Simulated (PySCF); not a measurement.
Molecule: Si(Cl)3(SiH3), H3Cl3Si2, SMILES [SiH3][Si](Cl)(Cl)Cl. Atoms near the plane z = 1.2 Å, at the CAM-B3LYP/def2-SVP optimised geometry (x, y, z in Å): Si1 (-0.5, -0.3, 0.0), Si2 (-1.2, -1.4, 1.9), Cl4 (-0.5, -3.3, 2.0), Cl5 (-3.3, -1.4, 2.0), H6 (-1.0, 1.1, 0.0), H8 (1.0, -0.3, 0.0).

Level of theory: CAM-B3LYP/def2-TZVP run with PySCF. The values are rescaled to run from 0 to 1.

```
|:::::::::::::::::::::::::::::|
|:::::::::::::::::::::::::::::|
|:::::::::::::::::::::::::::::|
|:::::::::::::::::::::::::::::|
|:::::::::::::::::::::::::::::|
|:::::::::::::::::::::::::::::|
|:::::::::::::::::::::::::::::|
|:::::::::::::::::::::::::::::|
|:::::::::::::::::::::::::::::|
|:::::::::::::::::::::::::::::|
|:::::::::::::::::::::::::::::|
|::::::::::::....:::::::::::::|
|:::::::::::......::::::::::::|
|::::::..:::......::::::::::::|
|:::::...:::::....::::::::::::|
|:::::..::-==-:...::::::::::::|
|:::::..:-+**+-:::::::::::::::|
|--::::.:=#@@#=:::::::::::::::|
|---:::::=#@@#=:::::::::::::::|
|-----::.-*%#+-::.::::::::::::|
|-----:. .-==-::..::::::::::::|
|-----:.   ::::...::::::::::::|
|---:::.   .::...:::::::::::::|
|:::::..  .:::::::::::::::::::|
|:::::....::-:::::::::::::::::|
|::::::.:::---::::::::::::::::|
|::::::::::-----::::::::::::::|
|::::::::::-----::::::::::::::|
|:::::::::---=--::::::::::::::|
```
Scale: ten equal steps from 0.000 (start of ' ') to 1.00 (end of '@'), in the order ' .:-=+*#%@'; x runs from -3.50 to 3.50, y from -3.50 (bottom) to 3.50 (top).

**Question.** Which quantity is mapped?
A) deformation density (molecule minus spherical neutral atoms)
B) an orbital amplitude
C) electrostatic potential
D) electron localisation function

**Answer.** A, deformation density (molecule minus spherical neutral atoms). In full: deformation density (molecule minus spherical neutral atoms) (e/bohr³).
